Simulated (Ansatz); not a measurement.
Computed with Ansatz on PBE0-D4/def2-TZVP structures; ΔE is electronic, products minus reactants. CCSD(T)/CBS adds triple-zeta CCSD(T) − MP2 to the extrapolated MP2 energy (def2 sets, frozen cores). This one scheme is used for every species, atoms too. Functionals use def2-TZVPP. Open shells (•) are unrestricted, without spin–orbit coupling. Spin–orbit coupling would lower the free atoms: a little for Al.

`[NH2+]1[AlH2-][NH2+][AlH2-]1` → 2 Al• + 8 H• + 2 N•  (atomization)

(1) What is ΔE at CCSD(T)/CBS? (Best estimate.)

(2) What do these levels give: PBE-D4, r2SCAN0, LC-ωPBE, CCSD/def2-SVP, SCS-MP2/def2-TZVPP, MP2/CBS(def2)? (An estimate is asked.)

Largest T1 diagnostic among the species: 0.018.

## Answers

(1) The calculation gave: +906.5 kcal/mol.

(2) Ansatz gave: PBE-D4 898.9, r2SCAN0 887.6, LC-ωPBE 896.1, CCSD/def2-SVP 843.0, SCS-MP2/def2-TZVPP 890.6, MP2/CBS(def2) 906.4 kcal/mol.

From BLYP to BHLYP (50 % exact exchange), in def2-TZVPP and without D4, ΔE moves by −5.9 kcal/mol: exact exchange takes away binding that semilocal exchange gives to molecules. At CCSD(T), def2-SVP lies −57.1 kcal/mol from the extrapolated value and def2-TZVPP −25.9 kcal/mol: correlation converges slowly with the basis, and small sets miss more of it in the bonded molecule than in its fragments.

For atomizations the MP2-based limit and the directly extrapolated one differ by several kJ/mol either way, and by 10 to 25 for some Ge, Se and Sn compounds, so smaller differences from it don't rank the levels.
